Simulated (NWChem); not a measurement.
The numbers come from NWChem runs, not from measurements. System: CH$_{7}$AlO$_{3}$, charge 0, spin multiplicity 1, at a geometry optimised with B3LYP/def2-SVP. The structure started from a generated list of species. Level: PBE0/def2-SVP.

Input file:

```
start mol
memory heap 200 mb stack 800 mb global 1000 mb
geometry units angstroms nocenter noautoz noautosym
  Al     0.174451    -0.054292    -0.172654
  C      1.610556     1.232646    -0.520368
  H      2.256931     0.905983    -1.354824
  H      2.268076     1.378384     0.354084
  H      1.208091     2.221474    -0.799882
  O      0.494607    -1.521821     0.711672
  H      1.350631    -1.945177     0.808452
  O     -1.229114    -0.118584    -1.211042
  H     -1.273676    -0.406332    -2.124960
  O     -1.110740     0.517800     1.246436
  H     -1.067865    -0.274166     1.814515
  H     -1.911412     0.410598     0.692794
end
basis spherical
  * library def2-svp
end
dft
  xc pbe0
  semidirect memsize 60000000 filesize 0
  iterations 100
end
task dft energy
```

Output (cleaned and shortened):

```
             Northwest Computational Chemistry Package (NWChem) 7.3.0
             --------------------------------------------------------

                                NWChem Input Module
                                -------------------

 Scaling coordinates for geometry "geometry" by  1.889725989
 (inverse scale =  0.529177249)

                             Geometry "geometry" -> ""
                             -------------------------

 Output coordinates in angstroms (scale by  1.889725989 to convert to a.u.)

  No.       Tag          Charge          X              Y              Z
 ---- ---------------- ---------- -------------- -------------- --------------
    1 Al                  13.0000     0.17445100    -0.05429200    -0.17265400
    2 C                    6.0000     1.61055600     1.23264600    -0.52036800
    3 H                    1.0000     2.25693100     0.90598300    -1.35482400
    4 H                    1.0000     2.26807600     1.37838400     0.35408400
    5 H                    1.0000     1.20809100     2.22147400    -0.79988200
    6 O                    8.0000     0.49460700    -1.52182100     0.71167200
    7 H                    1.0000     1.35063100    -1.94517700     0.80845200
    8 O                    8.0000    -1.22911400    -0.11858400    -1.21104200
    9 H                    1.0000    -1.27367600    -0.40633200    -2.12496000
   10 O                    8.0000    -1.11074000     0.51780000     1.24643600
   11 H                    1.0000    -1.06786500    -0.27416600     1.81451500
   12 H                    1.0000    -1.91141200     0.41059800     0.69279400

 Effective nuclear repulsion energy (a.u.)     246.9561573683

            Nuclear Dipole moment (a.u.)
            ----------------------------
        X                 Y               Z
 ---------------- ---------------- ----------------
    -0.0000018897     0.0000075589    -0.0000056692


 Summary of "ao basis" -> "" (spherical)
 ------------------------------------------------------------------------------
       Tag                 Description            Shells   Functions and Types
 ---------------- ------------------------------  ------  ---------------------
 *                          def2-svp                  on all atoms

                                 NWChem DFT Module
                                 -----------------

 Summary of "ao basis" -> "ao basis" (spherical)
 ------------------------------------------------------------------------------
       Tag                 Description            Shells   Functions and Types
 ---------------- ------------------------------  ------  ---------------------
 Al                         def2-svp                 8       18   4s3p1d
 C                          def2-svp                 6       14   3s2p1d
 H                          def2-svp                 3        5   2s1p
 O                          def2-svp                 6       14   3s2p1d

 Summary of "ao basis" -> "ao basis" (spherical)
 ------------------------------------------------------------------------------
       Tag                 Description            Shells   Functions and Types
 ---------------- ------------------------------  ------  ---------------------
 Al                         def2-svp                 8       18   4s3p1d
 C                          def2-svp                 6       14   3s2p1d
 H                          def2-svp                 3        5   2s1p
 O                          def2-svp                 6       14   3s2p1d

            General Information
            -------------------
          SCF calculation type: DFT
          Wavefunction type:  closed shell.
          No. of atoms     :    12
          No. of electrons :    50
           Alpha electrons :    25
            Beta electrons :    25
          Charge           :     0
          Spin multiplicity:     1
          Use of symmetry is: off; symmetry adaption is: off
          Maximum number of iterations: 100
          AO basis - number of functions:   109
                     number of shells:    53
          Convergence on energy requested:  1.00D-06
          Convergence on density requested:  1.00D-05
          Convergence on gradient requested:  5.00D-04

              XC Information
              --------------
                         PBE0 Method XC Functional
                     Hartree-Fock (Exact) Exchange  0.250
          PerdewBurkeErnzerhof Exchange Functional  0.750
            Perdew 1991 LDA Correlation Functional  1.000 local
           PerdewBurkeErnz. Correlation Functional  1.000 non-local

             Grid Information
             ----------------
          Grid used for XC integration:  medium
          Radial quadrature: Mura-Knowles
          Angular quadrature: Lebedev.
          Tag              B.-S. Rad. Rad. Pts. Rad. Cut. Ang. Pts.
          ---              ---------- --------- --------- ---------
          Al                  1.25       88           8.0       590
          C                   0.70       49          10.0       434
          H                   0.35       45          12.0       434
          O                   0.60       49          11.0       434
          Grid pruning is: on
          Number of quadrature shells:   599
          Spatial weights used:  Erf1

          Convergence Information
          -----------------------
          Convergence aids based upon iterative change in
          total energy or number of iterations.
          Levelshifting, if invoked, occurs when the
          HOMO/LUMO gap drops below (HL_TOL):  1.00D-02
          DIIS, if invoked, will attempt to extrapolate
          using up to (NFOCK): 10 stored Fock matrices.

                    Damping( 0%)  Levelshifting(0.5)       DIIS
                  --------------- ------------------- ---------------
          dE  on:    start            ASAP                start
          dE off:    2 iters        100 iters           100 iters

      Screening Tolerance Information
      -------------------------------
          Density screening/tol_rho:  1.00D-10
          AO Gaussian exp screening on grid/accAOfunc:  14
          CD Gaussian exp screening on grid/accCDfunc:  20
          XC Gaussian exp screening on grid/accXCfunc:  20
          Schwarz screening/accCoul:  1.00D-08

      Superposition of Atomic Density Guess
      -------------------------------------

 Sum of atomic energies:        -506.98464240

      Non-variational initial energy
      ------------------------------

 Total energy =    -508.639351
 1-e energy   =   -1189.924110
 2-e energy   =     434.328602
 HOMO         =      -0.388266
 LUMO         =      -0.002868

------------------------------------------------------------
EAF file 0: "./mol.aoints.0" size=524288 bytes
------------------------------------------------------------
               write      read    awrite     aread      wait
               -----      ----    ------     -----      ----
     calls:        1         0         0         0         0
   data(b): 5.24e+05  0.00e+00  0.00e+00  0.00e+00
   time(s): 0.00e+00  0.00e+00  0.00e+00  0.00e+00  0.00e+00
rate(mb/s): 0.00e+00  0.00e+00
------------------------------------------------------------

   convergence    iter        energy       DeltaE   RMS-Dens  Diis-err    time
 ---------------- ----- ----------------- --------- --------- ---------  ------
 d= 0,ls=0.0,diis     1   -509.7497854342 -7.57D+02  1.47D-02  1.23D+00     3.3
 d= 0,ls=0.0,diis     2   -509.6742338878  7.56D-02  8.33D-03  2.16D+00     4.2
 d= 0,ls=0.0,diis     3   -509.8774988936 -2.03D-01  1.12D-03  2.99D-02     5.2
 d= 0,ls=0.0,diis     4   -509.8798489852 -2.35D-03  4.33D-04  5.64D-03     6.1
 d= 0,ls=0.0,diis     5   -509.8804301705 -5.81D-04  7.58D-05  2.50D-04     7.1
  Resetting Diis
 d= 0,ls=0.0,diis     6   -509.8804527505 -2.26D-05  2.25D-05  1.02D-05     8.3
 d= 0,ls=0.0,diis     7   -509.8804538584 -1.11D-06  1.22D-05  1.02D-06     9.4
 d= 0,ls=0.0,diis     8   -509.8804537773  8.12D-08  6.88D-06  1.83D-06    10.3

         Total DFT energy =     -509.880453777258
      One electron energy =    -1196.529457758081
           Coulomb energy =      491.877352062472
    Exchange-Corr. energy =      -52.184505449934
 Nuclear repulsion energy =      246.956157368286

 Numeric. integr. density =       49.999989115834

     Total iterative time =      9.9s

                       DFT Final Molecular Orbital Analysis
                       ------------------------------------

 Vector   23  Occ=2.000000D+00  E=-3.085161D-01
              MO Center= -2.7D-01, -6.9D-01, -2.3D-01, r^2= 3.1D+00
   Bfn.  Coefficient  Atom+Function         Bfn.  Coefficient  Atom+Function
  ----- ------------  ---------------      ----- ------------  ---------------
    53      0.384293   6 O  pz               71      0.307227   8 O  py
    56      0.294517   6 O  pz               74      0.236249   8 O  py
    70      0.228029   8 O  px               73      0.172051   8 O  px
    51     -0.140837   6 O  px               72     -0.140144   8 O  pz
    12      0.133048   1 Al py               54     -0.115701   6 O  px

 Vector   24  Occ=2.000000D+00  E=-2.860169D-01
              MO Center= -2.0D-01, -8.6D-01, -9.8D-02, r^2= 2.9D+00
   Bfn.  Coefficient  Atom+Function         Bfn.  Coefficient  Atom+Function
  ----- ------------  ---------------      ----- ------------  ---------------
    71     -0.377730   8 O  py               53      0.373817   6 O  pz
    74     -0.297215   8 O  py               56      0.292868   6 O  pz
    52      0.252885   6 O  py               55      0.202317   6 O  py
    51      0.121077   6 O  px               13      0.108011   1 Al pz
    72      0.107689   8 O  pz               54      0.092506   6 O  px

 Vector   25  Occ=2.000000D+00  E=-2.722538D-01
              MO Center=  6.9D-01,  3.7D-01, -3.9D-01, r^2= 3.4D+00
   Bfn.  Coefficient  Atom+Function         Bfn.  Coefficient  Atom+Function
  ----- ------------  ---------------      ----- ------------  ---------------
    22      0.279172   2 C  px               23      0.256475   2 C  py
    21     -0.237185   2 C  s                25      0.216740   2 C  px
    52      0.211636   6 O  py               70      0.210046   8 O  px
    26      0.190060   2 C  py               71      0.181535   8 O  py
    55      0.157121   6 O  py               73      0.154700   8 O  px

 Vector   26  Occ=0.000000D+00  E= 2.654773D-02
              MO Center= -2.2D-01, -2.2D-01,  1.3D-01, r^2= 7.1D+00
   Bfn.  Coefficient  Atom+Function         Bfn.  Coefficient  Atom+Function
  ----- ------------  ---------------      ----- ------------  ---------------
     4      0.955015   1 Al s                21     -0.832159   2 C  s
    88     -0.581005  10 O  s               101      0.460839  11 H  s
   106      0.403670  12 H  s                69     -0.354605   8 O  s
    50     -0.350758   6 O  s                82      0.226128   9 H  s
    34      0.216931   3 H  s                11      0.203312   1 Al px

 Vector   27  Occ=0.000000D+00  E= 6.514351D-02
              MO Center= -1.0D-01, -2.7D-01,  1.8D-02, r^2= 6.2D+00
   Bfn.  Coefficient  Atom+Function         Bfn.  Coefficient  Atom+Function
  ----- ------------  ---------------      ----- ------------  ---------------
    88      0.680730  10 O  s                21     -0.608549   2 C  s
    13     -0.534208   1 Al pz              101     -0.496896  11 H  s
     4      0.439613   1 Al s                11      0.377003   1 Al px
   106     -0.351697  12 H  s                12     -0.312279   1 Al py
    39      0.234704   4 H  s                44      0.230600   5 H  s

 Vector   28  Occ=0.000000D+00  E= 9.172864D-02
              MO Center=  1.3D-01, -6.1D-01, -4.1D-01, r^2= 7.5D+00
   Bfn.  Coefficient  Atom+Function         Bfn.  Coefficient  Atom+Function
  ----- ------------  ---------------      ----- ------------  ---------------
    82     -0.642146   9 H  s                69      0.625597   8 O  s
    63      0.605722   7 H  s                50     -0.562753   6 O  s
    13      0.457033   1 Al pz               21     -0.448942   2 C  s
   106     -0.359501  12 H  s                11      0.301028   1 Al px
    44      0.292614   5 H  s                54     -0.209187   6 O  px

 center of mass
 --------------
 x =  -0.05282017 y =  -0.04663778 z =   0.00867821

 moments of inertia (a.u.)
 ------------------
         513.684897840418         -35.315081618214          22.385916388432
         -35.315081618214         613.765906304922          55.715082892333
          22.385916388432          55.715082892333         612.549511573674

     Multipole analysis of the density
     ---------------------------------

     L   x y z        total         alpha         beta         nuclear
     -   - - -        -----         -----         ----         -------
     0   0 0 0     -0.000000    -25.000000    -25.000000     50.000000

     1   1 0 0     -0.223290     -0.111644     -0.111644     -0.000002
     1   0 1 0     -0.242426     -0.121217     -0.121217      0.000008
     1   0 0 1      0.224299      0.112152      0.112152     -0.000006

     2   2 0 0    -24.435588   -119.009501   -119.009501    213.583415
     2   1 1 0     -2.142923    -14.614095    -14.614095     27.085268
     2   1 0 1     -1.237609      7.337794      7.337794    -15.913198
     2   0 2 0    -29.287542    -89.257647    -89.257647    149.227752
     2   0 1 1      0.510150     17.248631     17.248631    -33.987112
     2   0 0 2    -23.048506    -86.102452    -86.102452    149.156399

 Task  times  cpu:       10.3s     wall:       10.3s

 Total times  cpu:       10.4s     wall:       10.4s
```
